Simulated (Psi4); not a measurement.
CH5AlO2, singlet, geometry from GFN2-xTB (such geometries of metal compounds can be far from the true shape). Base run: SVWN/STO-3G (Psi4 1.11).

The Psi4 input:
```
memory 2 GB

molecule mol {
0 1
  Al    0.077495    0.072760    0.005579
  C    -1.429124   -1.224157   -0.136255
  H    -1.103574   -2.145534   -0.615245
  H    -2.255784   -0.816331   -0.712402
  H    -1.800166   -1.498175    0.849291
  O    -0.039166    1.511442   -0.787356
  H    -0.099529    2.338246   -1.240171
  O     1.375252   -0.372392    0.916601
  H     2.137670   -0.591536    1.429574
}

set basis sto-3g
set reference rks

energy('svwn')
print_variables()
```

Variants of this job, named by their change:

| change | ΔE vs base (µEh) | SCF cycles | grid points | basis functions |
|---|---|---|---|---|
| base | 0.0 | 9 | 192623 | 29 |
| basis_guess = true | 0.0 | 8 | 192622 | 29 |
| diis_max_vecs = 15 | 0.0 | 9 | 192623 | 29 |
| dft_basis_tolerance = 1e-8 | 0.0 | 9 | 190067 | 29 |
| cholesky_tolerance = 1e-3 (with scf_type cd) | -876 | 9 | 192623 | 29 |
| damping_percentage = 20 | -1.5 | 16 | 192623 | 29 |
| basis_guess = sto-3g | 0.0 | 1 | 192622 | 29 |
| dft_radial_points = 150 | -0.2 | 9 | 382169 | 29 |
| scf_type = disk_df | 0.0 | 9 | 192623 | 29 |
| dft_spherical_points = 194 | -126 | 9 | 123779 | 29 |
| dft_pruning_scheme = treutler | … | 9 | 105623 | 29 |
| guess = gwh | 0.0 | 9 | 192623 | 29 |
| d_convergence = 1e-4 | 0.0 | 8 | 192623 | 29 |

**Question.** Fill in the missing entries.

**Answer.** 
- dft_pruning_scheme = treutler, ΔE vs base (µEh): -3737
